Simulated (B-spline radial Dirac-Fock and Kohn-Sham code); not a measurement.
Energy-loss ionisation edge N2 of Pt

System: neutral platinum, configuration [Xe] 4f14 5d9 6s1. Model: the first Born approximation with generalised oscillator strengths from a Dirac-Hartree-Slater potential (longitudinal and transverse terms; continuum final states only, so no white lines or fine structure). Program: a radial B-spline solver. The edge is taken at 609.1 eV (tabulated value).

Input of the calculation (task.json; shells as n, l, electrons):

```json
{"items": [{
  "Z": 78,
  "q": 0,
  "cfg": [[1, 0, 2], [2, 0, 2], [2, 1, 6], [3, 0, 2], [3, 1, 6], [3, 2, 10], [4, 0, 2], [4, 1, 6], [4, 2, 10], [4, 3, 14], [5, 0, 2], [5, 1, 6], [5, 2, 9], [6, 0, 1]],
  "A": 195,
  "rrms": 5.427,
  "do": "eels",
  "beams": [[60, 5], [60, 20], [60, 50], [80, 5], [80, 10], [80, 100], [100, 50], [120, 5], [120, 10], [200, 5], [200, 10], [200, 100], [300, 5], [300, 20]],
  "edges": {"N2": 609.1}
}]}
```

Launch: `python xray2_run.py task.json out`

Partial cross sections σ(β, Δ) in barn, integrated over a window Δ above the edge and up to the collection semi-angle β, for parallel illumination:

| E₀ (kV) | β (mrad) | Δ = 25 eV | Δ = 50 eV | Δ = 100 eV | Δ = 200 eV | Δ = 300 eV |
| --- | --- | --- | --- | --- | --- | --- |
| 60 | 5 | 12.6 | 24.4 | 44.7 | 75.4 | 96.9 |
| 60 | 20 | 56.8 | 110 | 206 | 367 | 493 |
| 60 | 50 | 105 | 201 | 372 | 672 | 928 |
| 80 | 5 | 14.8 | 28.6 | 52.8 | 90.0 | 116 |
| 80 | 10 | 31.8 | 62.0 | 116 | 203 | 269 |
| 80 | 100 | 129 | 255 | 483 | 886 | 1260 |
| 100 | 50 | 88.7 | 170 | 317 | 574 | 800 |
| 120 | 5 | 17.3 | 33.8 | 62.8 | 109 | 143 |
| 120 | 10 | 32.0 | 62.5 | 117 | 209 | 280 |
| 200 | 5 | ? | ? | ? | ? | ? |
| 200 | 10 | 31.3 | 61.2 | 116 | 208 | 282 |
| 200 | 100 | 77.3 | 154 | 297 | 550 | 783 |
| 300 | 5 | 21.3 | 41.7 | 78.9 | 141 | 189 |
| 300 | 20 | 44.0 | 84.8 | 159 | 289 | 400 |

Question: Give the row for 200 kV and 5 mrad.

Answer: 19.7 b for 25 eV, 38.6 b for 50 eV, 72.4 b for 100 eV, 128 b for 200 eV, 170 b for 300 eV.
